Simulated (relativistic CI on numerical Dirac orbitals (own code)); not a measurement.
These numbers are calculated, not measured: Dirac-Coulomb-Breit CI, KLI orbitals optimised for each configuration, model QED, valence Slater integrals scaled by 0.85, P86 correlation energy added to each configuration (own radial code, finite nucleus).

CI space (outside the closed core [Kr] 4d10 4f14): 5s²5p⁶5d⁹, 5s²5p⁶5d⁸6s, 5s²5p⁶5d⁸5f, 5s²5p⁶5d⁸6p, 5s²5p⁶5d⁸5g, 5s²5p⁵5d¹⁰, 5s²5p⁶5d⁸6d, 5s²5p⁶5d⁸7s, 5s²5p⁶5d⁷6s6p, 5s²5p⁶5d⁸7p, 5s²5p⁶5d⁸7d, 5s²5p⁶5d⁸6f, 5s²5p⁶5d⁸8s, 5s²5p⁶5d⁸8p, 5s²5p⁶5d⁸7f, 5s²5p⁶5d⁷5f6s, 5s²5p⁵5d⁹5f, 5s5p⁶5d¹⁰, 5s²5p⁵5d⁹5g, 5s²5p⁶5d⁷6p6d, 5s²5p⁶5d⁷5f5g, 5s²5p⁵5d⁹6s, 5s²5p⁶5d⁷6s², 5s²5p⁶5d⁶5f6s², 5s²5p⁶5d⁶6s²6p, 5s²5p⁶5d⁶5g6s², 5s²5p⁶5d⁶6s²6d. Double excitations out of closed p, d and f shells are left out; levels of such configurations are missing from the list, as are those of other unlisted configurations, and high levels can miss mixing partners.

At this charge configurations can still be misplaced by up to about 7 % of their energy. Levels and lines within the n = 5 or 6 shells can be off by up to 10 % or somewhat more, and those that change n by about 2 %, since core polarisation is missing.

Outline of the computed level scheme of Pb VI. Lowest level of each configuration: 5s²5p⁶5d⁹ ²D5/2 at 0.0000 eV; 5s²5p⁶5d⁸6s ⁴F9/2 at 17.5519 eV; 5s²5p⁶5d⁸6p ⁴D°7/2 at 28.6756 eV.

Some strong electric-dipole decays among the lowest 45 levels: 5s²5p⁶5d⁸6p ²P°3/2 → 5s²5p⁶5d⁹ ²D5/2 (1.5e+10 s⁻¹); 5s²5p⁶5d⁸6p ²D°5/2 → 5s²5p⁶5d⁹ ²D5/2 (1.0e+10 s⁻¹); 5s²5p⁶5d⁸6p ²D°3/2 → 5s²5p⁶5d⁹ ²D3/2 (9.8e+09 s⁻¹); 5s²5p⁶5d⁸6p ²F°7/2 → 5s²5p⁶5d⁹ ²D5/2 (9.5e+09 s⁻¹); 5s²5p⁶5d⁸6p ²D°5/2 → 5s²5p⁶5d⁹ ²D5/2 (8.7e+09 s⁻¹); 5s²5p⁶5d⁸6p ⁴F°3/2 → 5s²5p⁶5d⁹ ²D5/2 (4.0e+09 s⁻¹); 5s²5p⁶5d⁸6p ⁴G°11/2 → 5s²5p⁶5d⁸6s ⁴F9/2 (3.7e+09 s⁻¹); 5s²5p⁶5d⁸6p ⁴G°9/2 → 5s²5p⁶5d⁸6s ²F7/2 (3.1e+09 s⁻¹).

LS names give the leading component of a level, which can be under half, so a name can repeat, a term be missing and a line seem to break the LS rules.
